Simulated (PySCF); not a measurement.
Vertical excitations of a molecule C₃H₅ClOSi from TDA-PBE/def2-SVPD run with PySCF, as energy in eV (oscillator strength): 5.18 (0.011), 5.38 (0.020), 5.68 (0.004), 6.16 (0.024), 6.52 (0.043), 6.58 (0.025), 6.73 (0.002), 6.97 (0.001), 7.02 (0.011), 7.18 (0.042). Lowest triplet (TDA): 4.11 eV. Geometry optimised at B3LYP-D3(BJ)/def2-SVP. One conformer was computed; it need not be the lowest.

### Question
Which structure fits?
A) Cl[Si@@H]1CC=CO1
B) C#CCO[SiH2]Cl
C) C=C=CO[SiH2]Cl
D) Cl[Si@@H]1C=COC1

### Answer
A, Cl[Si@@H]1CC=CO1
